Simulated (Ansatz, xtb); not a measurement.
Relaxing a trial structure of CH4TeZn

The starting geometry of this gas-phase singlet has its atoms placed at random.

```yaml
atoms:
  - { symbol: C, position_ang: [1.5267, 0.9739, -0.0685] }
  - { symbol: Te, position_ang: [0.3201, -2.0641, -1.0033] }
  - { symbol: Zn, position_ang: [-0.8268, 0.5141, -1.3502] }
  - { symbol: H, position_ang: [-0.3678, -1.7055, 0.7177] }
  - { symbol: H, position_ang: [-0.2465, 1.8822, -0.5529] }
  - { symbol: H, position_ang: [0.0973, -0.2347, -2.1359] }
  - { symbol: H, position_ang: [1.1373, 1.5227, 0.6126] }
```

Task: One run relaxed it with r2SCAN-D4/def2-SVP. What is a likely outcome?

Result: It ends as `[ZnH][CH2][TeH]`. Distances that change by over a tenth: C1–H7 (0.96 → 1.10 Å), Te2–H4 (1.89 → 1.67 Å), Te2–H6 (2.16 → 4.70 Å). Contacts that open: Te2–Zn3 (2.84 → 3.38 Å), Zn3–H5 (1.69 → 2.55 Å). Contacts that close: C1–Te2 (3.40 → 2.18 Å), C1–Zn3 (2.72 → 1.94 Å), C1–H5 (2.05 → 1.10 Å).

The energy falls by 9.50 eV over 23 steps:

| step | E − E(last) (eV) |
| --- | --- |
| 1 | 9.499 |
| 3 | 6.160 |
| 6 | 3.339 |
| 8 | 2.133 |
| 11 | 0.710 |
| 13 | 0.269 |
| 16 | 0.022 |
| 18 | 0.002 |
| 21 | 0.000 |
| 23 | 0.000 |

Final geometry (Å):

```xyz
7

C     0.2884    0.4777   -0.2985
Te    0.0491   -1.6057    0.2818
Zn    0.2449    0.6506   -2.2287
H     0.1298   -1.3153    1.9270
H    -0.5304    1.0461    0.1717
H     0.2109    0.8081   -3.7504
H     1.2475    0.8271    0.1167
```

From the same start GFN2-xTB reaches the same bonding as this run.

From so rough a start the end depends on the optimiser's path, so another program may land elsewhere. No frequencies were run, so the end isn't proven a minimum. Atoms past krypton carry core potentials, without spin–orbit terms. Run with Ansatz 0.2.0, 58 s on 2 threads of Arm Neoverse V2 (shared host).
